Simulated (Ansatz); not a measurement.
`C#C[Si](Cl)(Cl)Cl` + HI → `Cl[Si](Cl)(Cl)I` + `C#C`  (ligand exchange at the Si–C bond)

Isolated molecules relaxed with PBE0-D4/def2-TZVP in Ansatz; ΔE leaves out vibrations. CCSD(T)/CBS is the MP2 limit (def2-TZVPP, def2-QZVPP) plus CCSD(T) − MP2 in def2-TZVPP, frozen cores. This one scheme is used for every species. Functionals use def2-TZVPP. Elements past krypton have def2 core potentials. For I outer-core shells are correlated without core-valence functions, which leaves a few kJ/mol of doubt a bond.

`C#C[Si](Cl)(Cl)Cl`:

Cartesian coordinates in Å:
```
C 1.068 1.517 -0.821
C 0.434 0.617 -0.334
Si -0.513 -0.729 0.395
Cl -0.120 -0.845 2.379
Cl -0.004 -2.479 -0.491
Cl -2.493 -0.395 0.124
H 1.629 2.315 -1.253
```

HI:

```xyz
2

I    -0.165    0.241    0.750
H     0.165   -0.241   -0.750
```

`Cl[Si](Cl)(Cl)I`:

Cartesian coordinates in Å:
```
Cl -0.967 -0.970 -1.526
Si -0.050 0.035 -0.023
Cl 0.601 1.820 -0.728
Cl -1.392 0.364 1.461
I 1.809 -1.250 0.815
```

`C#C`:

Cartesian coordinates in Å:
```
C -0.418 -0.106 0.415
C 0.418 0.106 -0.415
H -1.161 -0.293 1.154
H 1.161 0.293 -1.154
```

Question: Is it downhill or uphill in electronic energy at CCSD(T)/CBS, and by how much? (Estimate.)

Answer: The calculation gave: Downhill: ΔE = -41.2 kJ/mol.

Question: What do these levels give: r2SCAN0-D4, CAM-B3LYP-D4, ωB97X-V, ωB97M-V, r2SCAN0, MP2/CBS(def2)? (Best estimate.)

Answer: The calculation gave: r2SCAN0-D4 -38.0, CAM-B3LYP-D4 -32.1, ωB97X-V -36.7, ωB97M-V -37.9, r2SCAN0 -37.8, MP2/CBS(def2) -49.0 kJ/mol.

Question: What do rigid-rotor, harmonic-oscillator terms from PBE0-D4/def2-TZVP frequencies (298.15 K, 1 bar) make of the CCSD(T)/CBS value? (Best estimate.)

Answer: Computed: ΔZPE = +8.3 kJ/mol, ΔH = -33.6 kJ/mol, ΔS = -5 J/(mol·K), ΔG = -32.2 kJ/mol.

Largest T1 diagnostic among the species: 0.013.

At CCSD(T), def2-SVP lies +19.7 kJ/mol from the extrapolated value and def2-TZVPP +12.6 kJ/mol. The D4 term adds −5.0 kJ/mol with B3LYP and −2.2 kJ/mol with PBE0; it sums over pairs of atoms, weighted by their polarisabilities, and B3LYP, whose exchange is more repulsive, gets the larger term.

B3LYP here is the variant with VWN-RPA as its local correlation; programs differ in this.
